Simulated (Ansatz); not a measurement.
Basis-set series for C$_{5}$H$_{8}$O$_{3}$Sn, SMILES `CC1=CC(C)=[O+][Sn-]([OH])[O]1`. Total charge 0; spin multiplicity 1. Sn takes the def2 core potential. The geometry is a stationary point of PBE0-D4/def2-TZVP. It is one conformer, not always the lowest.

Z-matrix (Å, degrees):
```
C
C 1 1.497
H 1 1.089 2 112.7
H 1 1.093 2 108.9 3 121.8
H 1 1.093 2 108.9 3 -121.9
C 2 1.398 1 119.2 3 -0.1
O 2 1.269 1 115.1 3 -179.4
C 6 1.398 2 125.5 1 -174.5
H 6 1.081 2 117.2 1 0.8
Sn 7 2.171 2 128.0 1 -166.7
C 8 1.497 6 119.2 2 174.5
O 8 1.269 6 125.6 2 -4.7
O 10 1.986 7 92.8 2 70.9
H 11 1.093 8 108.9 6 -121.6
H 11 1.089 8 112.7 6 0.2
H 11 1.093 8 109.0 6 122.0
H 13 0.960 10 116.4 7 -41.2
```

| functional | basis | functions | energy (Eh) | HOMO (eV) | LUMO (eV) |
| --- | --- | --- | --- | --- | --- |
| PBE0-D4 | def2-TZVPP | 410 | -635.13017 | -7.01 | -1.66 |
| PBE0-D4 | def2-QZVPP | 778 | -635.15566 | -7.03 | -1.69 |
| ωB97M-V | def2-TZVPP | 410 | -635.39180 | -9.15 | 0.41 |
| ωB97M-V | def2-QZVPP | 778 | -635.41610 | -9.17 | 0.36 |

Question: Give the rows for def2-SVP. (Best estimate.)

Answer: Computed: 
```tsv
functional	basis	functions	energy (Eh)	HOMO (eV)	LUMO (eV)
PBE0-D4	def2-SVP	178	-634.63483	-6.88	-1.54
ωB97M-V	def2-SVP	178	-634.87915	-9.00	0.57
```

Positive LUMOs are unbound and depend on the basis.
